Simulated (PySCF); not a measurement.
TiCl at PBE

Computed with PBE; Ti def2-TZVPPD, Cl def2-TZVPPD; no relativity (PySCF 2.14).

| Property | Result |
| --- | --- |
| state | quartet, unpaired electrons σ ↑, π ↑, δ ↑, a mixture of terms (⟨Lz²⟩ = 4.9) |
| bond length | 224.5 pm |
| harmonic wavenumber | 402 cm⁻¹ |
| force constant | 1.93 mdyn/Å |
| rotational constant Be | 0.1653 cm⁻¹ |
| anharmonicity ωexe | 1.50 cm⁻¹ |
| vibration–rotation constant αe | 0.000868 cm⁻¹ |
| bond order (Mayer) | 1.22 |
| dipole moment (positive dipole means Ti(−)Cl(+)) | -3.70 D |

De is left out where the level can put another filling of the metal’s s and d shells below the measured ground configuration, by anything from nothing to about 1 eV. The state is the lowest single determinant that the PBE0 search found; with open d or f shells the true ground state can be another one.
